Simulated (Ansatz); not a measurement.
Consider the substitution at a C–C bond: `BC(C)(F)[SiH3]` + `NC[SeH]` → `C[Se]CN` + `BC(F)[SiH3]`.

Calculated with Ansatz (gas phase, PBE0-D4/def2-TZVP geometries, no zero-point term in ΔE). CCSD(T)/CBS is the MP2 limit (def2-TZVPP, def2-QZVPP) plus CCSD(T) − MP2 in def2-TZVPP, frozen cores. Functionals use def2-TZVPP. For Se outer-core shells are correlated without core-valence functions, which leaves a few kJ/mol of doubt a bond. Scalar relativity is left out up to krypton. Each species was taken in one conformer, which may not be the lowest.

`BC(C)(F)[SiH3]`:

Z-matrix (Å, degrees):
```
Si
B 1 2.501
C 1 1.985 2 37.1
H 1 1.487 2 80.3 3 152.6
H 1 1.482 2 106.9 3 -99.7
H 1 1.482 2 133.4 3 44.6
H 2 1.199 1 95.1 3 120.8
H 2 1.193 1 113.7 3 -112.1
C 3 1.512 1 107.7 2 -126.3
F 3 1.396 1 105.7 2 117.3
H 9 1.091 3 110.6 1 65.6
H 9 1.093 3 109.0 1 -175.4
H 9 1.093 3 112.2 1 -56.1
```

`NC[SeH]`:

```xyz
8

N     0.566    0.843   -0.598
C     0.233   -0.443   -0.042
Se   -1.677   -0.849   -0.207
H     1.569    0.988   -0.588
H     0.133    1.592   -0.074
H     0.480   -0.595    1.015
H     0.733   -1.223   -0.617
H    -2.037   -0.313    1.112
```

`C[Se]CN`:

Z-matrix (Å, degrees):
```
C
Se 1 1.941
H 1 1.090 2 110.8
H 1 1.089 2 107.1 3 -118.4
H 1 1.090 2 110.4 3 122.8
C 2 1.984 1 96.8 3 -62.3
N 6 1.427 2 117.9 1 65.6
H 6 1.091 2 103.5 1 -172.3
H 6 1.090 2 106.7 1 -58.5
H 7 1.011 6 111.9 2 -66.5
H 7 1.012 6 111.5 2 54.5
```

`BC(F)[SiH3]`:

```xyz
10

B     0.415   -1.000   -1.002
C     0.102    0.464   -0.741
F    -0.988    1.014   -1.406
Si   -0.303    0.383    1.155
H     1.404   -1.446   -0.496
H    -0.348   -1.708   -1.585
H     0.944    1.163   -0.795
H    -1.155    1.559    1.453
H     0.967    0.434    1.919
H    -1.037   -0.863    1.498
```

```tsv
level	ΔE (kJ/mol)
r2SCAN	-10.6
CCSD(T)/def2-TZVPP	-9.6
```

(1) What does CCSD(T)/CBS give? (Best estimate.)

Largest T1 diagnostic among the species: 0.013.

Answers

(1) Ansatz gave: -8.9 kJ/mol. The listed levels differ from it by -1.7, -0.7 kJ/mol.

In def2-TZVPP, CCSD(T) changes the Hartree–Fock value by +8.9 kJ/mol (the triples alone add +0.8 kJ/mol) and MP2 by +6.3 kJ/mol.
